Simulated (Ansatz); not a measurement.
Computed with Ansatz on PBE0-D4/def2-TZVP structures; ΔE is electronic, products minus reactants. CBS: MP2 limit from def2 TZ/QZ plus the TZ coupled-cluster correction, frozen cores. This one scheme is used for every species. DFT in def2-TZVPP. B3LYP here is the variant with VWN-RPA as its local correlation; programs differ in this. Each species was taken in one conformer, which may not be the lowest.

`O[Si@@H](Cl)[Si@@H](O)Cl` + HCl → `O[SiH](Cl)[SiH](Cl)Cl` + H₂O  (ligand exchange at the Si–O bond)

`O[Si@@H](Cl)[Si@@H](O)Cl`:

```xyz
10

O    -1.416    1.358   -0.880
Si   -1.213   -0.237   -0.578
Cl   -0.894   -1.311   -2.311
Si    0.723   -0.498    0.716
O     1.632    0.776    0.211
Cl    0.282   -0.333    2.724
H    -0.617    1.870   -1.028
H    -2.473   -0.728    0.016
H     1.456   -1.780    0.574
H     2.521    0.884    0.556
```

HCl:

Cartesian coordinates in Å:
```
Cl 0.330 -0.530 -0.136
H -0.330 0.530 0.136
```

`O[SiH](Cl)[SiH](Cl)Cl`:

Cartesian coordinates in Å:
```
O -0.302 -0.244 2.041
Si 0.390 -0.769 0.656
Cl 2.404 -0.372 0.606
Si -0.530 0.385 -1.166
Cl 0.587 0.113 -2.857
Cl -0.498 2.368 -0.612
H -0.315 0.703 2.203
H 0.198 -2.234 0.627
H -1.933 0.049 -1.498
```

H₂O:

```xyz
3

O     0.316    0.116    0.196
H    -0.494    0.610    0.049
H     0.178   -0.725   -0.245
```

| level | ΔE (kJ/mol) | difference from CCSD(T)/CBS |
| --- | --- | --- |
| PBE-D4 | -4.8 | -3.7 |
| r2SCAN-D4 | 0.9 | 2.0 |
| PBE0-D4 | -4.3 | -3.2 |
| B3LYP-D4 | 2.6 | 3.7 |
| ωB97X-V | 3.3 | 4.4 |
| ωB97M-V | 1.7 | 2.8 |
| B2PLYP | 6.6 | 7.7 |
| PBE | -1.5 | -0.4 |
| r2SCAN | 1.6 | 2.7 |
| MP2/def2-TZVPP | 0.6 | 1.7 |
| CCSD(T)/def2-TZVPP | 5.7 | 6.8 |
| MP2/def2-QZVPP | -3.3 | -2.2 |
| SCS-MP2/def2-QZVPP | 1.5 | 2.6 |
| HF/CBS(def2) | 13.1 | 14.2 |
| MP2/CBS(def2) | -6.2 | -5.1 |
| CCSD/CBS(def2) | 0.8 | 1.9 |
| CCSD(T)/CBS | -1.1 | 0 |

Largest T1 diagnostic among the species: 0.011.

In def2-TZVPP, CCSD(T) changes the Hartree–Fock value by −7.2 kJ/mol (the triples alone add −1.9 kJ/mol) and MP2 by −12.4 kJ/mol. The D4 term adds −5.7 kJ/mol with B3LYP and −3.1 kJ/mol with PBE0; it sums over pairs of atoms, weighted by their polarisabilities, and B3LYP, whose exchange is more repulsive, gets the larger term.
